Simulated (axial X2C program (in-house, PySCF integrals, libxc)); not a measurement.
## OsCl⁺: from the spin-free to the two-component result

All values were computed with an in-house all-electron X2C program for linear molecules (integrals from PySCF). Spin-free means the one-electron spin-free X2C Hamiltonian; two-component (2c) means X2C with spin–orbit coupling and atomic mean-field two-electron Coulomb and Gaunt terms, so the difference of the two also holds small scalar two-electron terms. Basis: Os dyall-cv3z [13s14p9d6f4g], Cl dyall-av3z [9s8p3d2f] (cores contracted in-house); Gaussian nuclei, density fitting, unrestricted open shells. Masses: Os 191.961 u, Cl 34.969 u.

Spin-free state: M_S = 2, Λ = 2 (beyond evenly filled blocks: σα, π+α, π-α, δ+α, δ+β, δ-α); fragments Os+ + Cl.

| level | Re (Å) | ωe (cm⁻¹) | De (eV) | μ (D) |
| --- | --- | --- | --- | --- |
| PBE0 | 2.121 | 472.1 | 3.203 | -1.72 |
| LDA | 2.091 | 493.1 | 4.639 | -0.71 |

Dipoles are positive if Cl is the positive end and refer to the centre of mass.

Two-component determinant lowest at the distance of the search:

Ω = 4 (⟨Sz⟩ = 1.93, ⟨Lz⟩ = 2.07 at PBE0); fragments Os+ + Cl.

| level | Re (Å) | ωe (cm⁻¹) | De (eV) | μ (D) |
| --- | --- | --- | --- | --- |
| PBE0 | 2.125 | 468.5 | 3.342 | -1.79 |
| LDA | 2.095 | 487.9 | 4.666 | -0.78 |

(1) From the two tables, how do the constants change at the PBE0 level (2c against spin-free)?

Occupations by symmetry block were frozen at the best pattern of an incomplete PBE0 search. De is counted from the lowest determinant-based energies of the atoms at the same level, without counterpoise correction. Density functionals use the spin component along the axis (collinear). In 2c an atomic determinant is not the ground J level, so De misses part of the atomic spin–orbit lowering. This holds for PBE0. Other states lie close and PBE0, whose exact exchange favours high spin, may order them wrongly; the determinant shown need not be the ground state. The nearest other spin-free determinant of the search, M_S = 2, Λ = 0, lies 0.05 eV up at the distance of the search. The functionals have no current-density term, which raises determinants with orbital currents, atoms included. With several unpaired electrons one determinant need not be a pure state. Open-shell Ω = 0 determinants with evenly filled partner blocks cannot be reached by this program, so the Ω shown need not be the lowest component. At some level and bond length an empty orbital lies below a filled one.

Results:

(1) At the PBE0 level Re rises by 0.004 Å and ωe goes down by 3.6 cm⁻¹; De is not compared, since the atomic limits differ or miss part of their spin–orbit lowering.
